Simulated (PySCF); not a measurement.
## Computed structure and properties of DyH3(NH3)

System: DyH3(NH3) (singlet in the valence; each metal's 4f electrons, 9 of them, lie in its core potential, out of spins and levels); start: template (C3v). Method: PySCF 2.14.0, RKS PBE0, Dy lcecp-1-SVP with ECP55, H def2-SVP, N def2-SVP; non-relativistic Hamiltonian with scalar-relativistic core potentials where named; density fitting; no spin-orbit coupling.

Input of the relaxation:

```python
mol = gto.M(atom='''
Dy     0.13084    -0.13084     0.13084
H      1.39384     1.13216     1.39384
H     -1.13216    -1.39384     1.39384
H      1.39384    -1.39384    -1.13216
N     -1.31686     1.31686    -1.31686
H     -1.93006     1.93006    -0.77976
H     -0.77976     1.93006    -1.93006
H     -1.93006     0.77976    -1.93006''',
    basis={'Dy': 'lcecp-1-SVP', 'H': 'def2-SVP', 'N': 'def2-SVP'},
    ecp={'Dy': 'lcecp-1-SVP'},
    charge=0, spin=0)
mf = dft.RKS(mol, xc='PBE0')
mf.grids.atom_grid = (50, 194)  # f atoms: unpruned, at least (60, 302)
mf = mf.density_fit()  # fitting sets: Dy AutoAux, H def2-universal-JKFIT, N def2-universal-JKFIT
mf.conv_tol = 1e-08; mf.max_cycle = 55
mf.kernel(dm0)  # dm0: converged density of the start geometry
# quasi-Newton relaxation in Cartesian coordinates to a largest gradient under 0.00045 Eh/bohr, steps kept in the point group
```

Run from Python with OMP_NUM_THREADS=2; the lines above give its settings. Where DIIS fails, smearing, a level shift and second-order steps follow.
It took 22 s on 2 threads of Arm Neoverse V2, with other jobs on the host, from the converged density of the start.

Course of the relaxation:

```tsv
step	energy above end (eV)	largest force component within the symmetry (eV/Å)
0	0.3840	0.982
1	0.1899	0.664
2	0.0302	0.079
3	0.0235	0.074
4	0.0065	0.058
5	0.0034	0.063
6	0.0015	0.068
7	0.0006	0.050
8	0.0002	0.024
9	0.0000	0.006
10	0.0000	0.002
```

Relaxed geometry (C3v):

```xyz
8

Dy    0.2306   -0.2306    0.2306
H     1.1867    1.2896    1.1867
H    -1.2896   -1.1867    1.1867
H     1.1867   -1.1867   -1.2896
N    -1.2035    1.2035   -1.2035
H    -1.8135    1.8135   -0.6544
H    -0.6544    1.8135   -1.8135
H    -1.8135    0.6544   -1.8135
```

```tsv
contact	Å
Dy1–H2 (H)	2.035
Dy1–H3 (H)	2.035
Dy1–H4 (H)	2.035
Dy1–N5 (NH3)	2.484
```

On the finer grid (75, 302):

The HOMO is -6.25 eV and the LUMO is -0.39 eV. The dipole about the centre of mass is 5.48 D and the set of Mulliken populations of Dy1 outside the core potential is s 2.66, p 6.58, d 1.20, f 0.02. The D3(BJ) dispersion energy (not in the energies) is -0.099 eV.

```tsv
atom	Mulliken (e)	Löwdin (e)	spin (e)
Dy1	0.54	0.31	0.00
H2	-0.25	-0.21	0.00
H3	-0.25	-0.21	0.00
H4	-0.25	-0.21	0.00
N5	-0.31	-0.01	0.00
H6	0.17	0.11	0.00
H7	0.17	0.11	0.00
H8	0.17	0.11	0.00
```

The 4f levels lie in the core potential and are missing. Their spin isn't counted.

On the grid (50, 194), as all that follows. Harmonic modes: a minimum within the noise of the softest modes; lowest 41 cm⁻¹ (negative: unstable), highest 3606 cm⁻¹, zero-point energy 1.386 eV.

Taking off one H (charge -1, singlet; the rest: singlet) in vacuum, both parts rigid, costs 8.99 eV; the small basis without counterpoise inflates it. Most of it is the attraction of opposite charges; other ways to part are cheaper, and one spin state was tried for the rest.

Rigid scan of H along the line from its metal:

```tsv
distance to H2 (Å)	energy (eV)
1.73	0.457
1.83	0.181
1.93	0.041
2.03	0.000
2.13	0.033
2.23	0.118
2.43	0.388
2.73	0.906
3.13	1.622
3.63	2.420
```

Taking off one NH3 (charge 0, singlet; the rest: singlet) in vacuum, both parts rigid, costs 1.55 eV; the small basis without counterpoise inflates it.

Rigid scan of NH3 along the line from its metal:

distance to N5 (Å), energy (eV) and a bar:
```
     2.18      0.355 ##########
     2.28      0.135 ####
     2.38      0.029 #
     2.48      0.000 
     2.58      0.022 #
     2.68      0.076 ##
     2.88      0.234 #######
     3.18      0.500 ##############
     3.58      0.801 #######################
     4.08      1.063 ##############################
```

One start shape was tried, so this needn't be the lowest isomer.

An lcecp potential fixes the number of 4f electrons, so in runs with it no electron can move into or out of that shell.
